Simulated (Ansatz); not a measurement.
Consider the ligand exchange at the Si–Te bond: `OC[SiH2][TeH]` + arsine → `OC[SiH2][AsH2]` + H₂Te.

Isolated molecules relaxed with PBE0-D4/def2-TZVP in Ansatz; ΔE leaves out vibrations. CBS: MP2 limit from def2 TZ/QZ plus the TZ coupled-cluster correction, frozen cores. Functionals use def2-TZVPP. def2 core potentials past Kr. For As, Te outer-core shells are correlated without core-valence functions, which leaves a few kJ/mol of doubt a bond. Scalar relativity is left out up to krypton. Each species was taken in one conformer, which may not be the lowest.

```csv
level,ΔE (eV)
PBE0-D4,0.28
HF/def2-TZVPP,0.27
```

(1) What does CCSD(T)/CBS give? (Estimate.)

Largest T1 diagnostic among the species: 0.011.

Results:

(1) The calculation gave: +0.29 eV. The listed levels differ from it by -0.01, -0.02 eV.
